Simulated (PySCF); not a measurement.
## Electron correlation in V⁺ (vanadium, charge +1)

[Ar] 3d3 4p1, one real determinant (an excited configuration). Calculation: PySCF 2.14, in x2c-TZVPPall (6s5p4d2f1g, 64 functions); scalar relativity by spin-free X2C-1e. Frozen: [Ar]; 4 electrons correlated.

```
  level  correlation energy (mhartree)
   CCSD                         -30.84
    (T)                          -0.74
CCSD(T)                         -31.58
```

Diagnostics: T1 = 0.0097, D1 = 0.0208, largest double amplitude 0.075.

Problem. Is a single reference adequate?

Solution. Mostly. T1 lies below 0.03, but a double amplitude of this size points to a near-degeneracy that CCSD handles and MP2 describes poorly.

The basis was made for the ground configuration and has no added diffuse functions, which can raise the energy of the promoted electron.

The reference is one real determinant that mixes LS terms of this configuration.
